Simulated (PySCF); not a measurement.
# Structure revision by computed shifts

A compound C₅H₁₅NSi₃ gives the data below (simulated from a calculation) and was assigned the structure `C/C=C\[Si@@H]1CC[SiH2][SiH2]N1`.

$^{13}$C{$^{1}$H} NMR (computed): δ 92.3 (C), 85.8 (CH), 42.5 (C), 30.4 (CH3), -7.5 (CH3).

$^{1}$H NMR (600 MHz, computed): δ 4.84 (s, 6H), 4.50 (m, 1H), 4.26 (m, 1H), 2.31 (s, 1H), 1.84 (s, 3H), 0.27 (m, 3H).

Computed data (PySCF 2.14): shielding tensors at PBE0/pcSseg-1 (GIAO), geometry from GFN2-xTB. Equivalent nuclei averaged, non-relativistic Hamiltonian, no solvent, single conformer.

δ = σ(ref) − σ, references computed at the same level: $^{1}$H and $^{13}$C against TMS.

Problem. Compare with the shifts computed for the proposed structure, pairing carbons in order of shift.

Solution. Mapped SMILES: `[CH3:1]/[CH:2]=[CH:3]\[Si@@H:4]1[CH2:5][CH2:6][SiH2:7][SiH2:8][NH:9]1`. Hydrogens are named by the atom that carries them.

| atom | computed for proposal | given list | difference |
| --- | --- | --- | --- |
| C2 | 154.0 | 92.3 | +61.7 |
| C3 | 133.7 | 85.8 | +47.9 |
| C1 | 24.1 | 42.5 | -18.4 |
| C5 | 13.4 | 30.4 | -17.0 |
| C6 | 5.9 | -7.5 | +13.4 |

The rms difference is 37.1 ppm and the largest +61.7 ppm at C2 (alkene CH). The carbon types in order of shift don't match either: CH, CH, CH3, CH2, CH2 for the proposal against C, CH, C, CH3, CH3 in the data. The proposal doesn't fit.

Problem. Which isomer fits?

Solution. `C#C[C@@](C)([SiH2]C)N([SiH3])[SiH3]`.

Carbon types of the structure: 2 × C, 1 × CH, 2 × CH3, leaving 8 H on heteroatoms. δC 92.3: alkyne carbon; sp carbons lie upfield of alkene carbons because the cylindrical π system leaves one tensor component strongly shielded. δC 85.8: terminal alkyne carbon; the triple bond shields along its axis, which puts it between sp3 and sp2 carbons. δC -7.5: methyl carbon bonded to Si; an electropositive neighbour leaves it electron-rich and shielded. δH 0.27: hydrogen on a methyl carbon bonded to Si; an electropositive neighbour shields it, as in TMS itself.

The data come from this structure; uniqueness wasn't tested.

Shifts are as computed. Against solution values, carbons near 30 ppm lie about +3 ppm off and those near 130 ppm about +5 ppm. Of 1211 compounds with measured shifts, 218 miss one by over three times the rms of a fit or turn the order of signals round; such compounds aren't used in these exercises. No couplings were computed; multiplicities are counted from neighbouring protons, with m where these are inequivalent, close in shift, in a saturated or five-membered ring or joined by F or P, and br s for small geminal =CH2 splittings.
